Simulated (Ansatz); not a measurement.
Cartesian coordinates (Å):
```xyz
8

C     -0.9418    -0.2513    -0.0242
C      0.3184     0.5405     0.0160
C      1.5746    -0.0391     0.0326
N      2.6412    -0.5422     0.0465
H     -0.7473    -1.3300    -0.0383
H     -1.5762    -0.0195     0.8487
H     -1.5387     0.0103    -0.9148
H      0.2699     1.6314     0.0335
```
Charge 0, spin multiplicity 2.

All values below come from frozen-core CCSD(T)/cc-pVTZ // PBE-D3(BJ)/def2-TZVP run with Ansatz (a quantum-chemistry and plane-wave program).

The HF energy is -170.40341 Ha. The MP2 correlation energy comes out as -0.63095 Ha.

Task: Estimate the CCSD correlation energy, the (T) correction, the total energy and the T1 diagnostic.

Result: 
```json
{
  "CCSD correlation energy": "-0.67320 Ha",
  "(T) correction": "-0.03154 Ha",
  "CCSD(T) total energy": "-171.10815 Ha",
  "T1 diagnostic": "0.032"
}
```
